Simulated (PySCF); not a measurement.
Compound: C₅H₁₁N₃Si.
Atom-mapped SMILES: `[CH3:1][CH:2]([CH3:3])[c:4]1[cH:5][n:6][n:7]([SiH3:8])[n:9]1`

Definitions: NICS(0) = −σiso at the ring centroid; NICS(1) = −σiso and NICS(1)zz = −σzz at ±1 Å along the ring normal z. Level: GIAO PBE0/pcSseg-1 (PySCF, non-relativistic, gas phase) on the GFN2-xTB geometry, one conformer.

Ring bond lengths (Å), with Mayer bond orders in brackets: C4–C5 1.411 (1.27), C5–N6 1.316 (1.55), N6–N7 1.324 (1.20), N7–N9 1.326 (1.19), N9–C4 1.321 (1.51).

Q: Give the NICS values of each ring in ppm.

A: 
```json
{"ring": "C4–C5–N6–N7–N9", "type": "5-membered ring with 3 N; formal bonds all aromatic", "NICS(0)": "-12.7", "NICS(1), two faces": "-13.4 / -13.3", "NICS(1)zz, two faces": "-33.2 / -32.8", "rms pucker (Å)": "0.00", "centre to ring atoms, mean (Å)": "1.14"}
```

Q: What can be read from them?

A: 
- C4–C5–N6–N7–N9: mean NICS(1)zz -33.0 ppm, shielded. The ring is flat and has no four-coordinate atom; by the NICS criterion it is aromatic.

Q: What does the geometric index give? HOMA = 1 − mean of α(R − Ropt)² over the ring bonds, with Krygowski's 1993 parameters (CC: Ropt 1.388 Å, α 257.7 Å⁻²; CN: Ropt 1.334 Å, α 93.52 Å⁻²; NN: Ropt 1.309 Å, α 130.33 Å⁻²).

A: 
- C4–C5–N6–N7–N9: HOMA 0.95; the largest term is that of C4–C5, α(R − Ropt)² = 0.14. The geometric and the magnetic index point the same way.

Q: At the first NICS(1) probe listed for ring C4–C5–N6–N7–N9, 1 Å off the ring, how large is the induced field along the normal in 1 T applied along it?

A: NICSzz × B0 = -33.2 ppm × 1 T = -33 μT, against the applied field.

Q: How shielded are the nuclei of the rings and their hydrogens (means over atoms taken as equivalent)?

A: 
```tsv
atoms	environment	σ isotropic (ppm)
C4	substituted aromatic carbon	23.6
C5	aromatic CH next to a ring nitrogen	47.8
N6	pyridine-type nitrogen	-118.9
N7	pyrrole-type nitrogen	4.7
N9	pyridine-type nitrogen	-105.2
H on C5	aromatic hydrogen	23.87
```

The values belong to the conformer `[CH3:1][CH:2]([CH3:3])[c:4]1[cH:5][n:6][n:7]([SiH3:8])[n:9]1`: C1–C2–C4–C5 62°.
